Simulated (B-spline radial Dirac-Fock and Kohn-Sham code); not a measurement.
Z = 12 (magnesium), transition energy 368 keV. Level of theory: a Dirac-Hartree-Slater potential of the neutral atom with a Latter tail (no hole, which puts coefficients of high multipoles low close above an edge), finite nucleus with surface currents; a radial atomic solver. Subshells that would emit electrons below 1 keV are left out.

Question: A pure transition shows α(K) = 0.00141, L1/L2 = 130 and L1/L3 = 215. What is its multipolarity?
A. M3
B. M2
C. E1
D. M1
E. E4
F. M4
G. E2
H. E3

Answer: A. For comparison, α(K), L1/L2, L1/L3 are E1 9.60e-05, 691, 324; E2 0.000437, 317, 230; E3 0.00173, 147, 139; E4 0.00656, 79.2, 86.2; M1 9.95e-05, 406, 543; M2 0.000378, 213, 431; M4 0.00522, 87.9, 112.

Values without a named source are computed, but for edge energies of neutral atoms, which are taken from tables.
